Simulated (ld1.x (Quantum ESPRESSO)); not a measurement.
# Building the TM potential for S (Z = 16) (PBEsol, scalar-relativistic).

```json
{"Element": "S", "Generator": "ld1.x (Quantum ESPRESSO) 7.5", "Type": "norm-conserving Troullier–Martins (Kleinman–Bylander form)", "Functional": "PBEsol", "Relativity": "scalar-relativistic", "Frozen core": "[Ne]", "Valence charge": "6", "Reference configuration": "3s2 3p3.75 (charge +0.25)", "Partial waves": "3s (bound): rc 1.05 bohr; 3p (bound): rc 1.35 bohr; 3d channel at 0.45 Ry: rc 1.40 bohr", "Local potential": "all-electron potential smoothed inside 1.35 bohr (lloc = -1)", "Core correction": "a·sin(br)/r model core inside 0.60 bohr"}
```

Question: Does the generator finish with these settings?

Answer: Yes, a potential is produced and its reference levels are reproduced.

Question: Estimate the cutoffs (Ry, on a coarse ladder) from which the occupation-weighted sum of valence levels, in a spherical-Bessel basis at the reference potential, stays within 10 and 1 mRy of its value at 400 Ry.

Answer: 80 Ry and 200 Ry.

Question: Does the potential have ghost states?

Answer: No extra level below or beside the all-electron valence levels (s, p, d, f tested).

Question: Which valence shell sets the plane-wave cutoff?

Answer: 3s: its level needs 140 Ry to come within 1 mRy, against 25 Ry for 3p.

Question: Tests: 3s2 3p4; 3s2 3p3; 3s2 3p2; 3s2 3p1; 3s2 3p0; 3s1 3p5; 3s2 3p4.3. Which has the largest error in its energy relative to the reference configuration, and how large is it?

Answer: 3s2 3p0, with +277 meV (all-electron minus pseudo) on +112.70 eV.
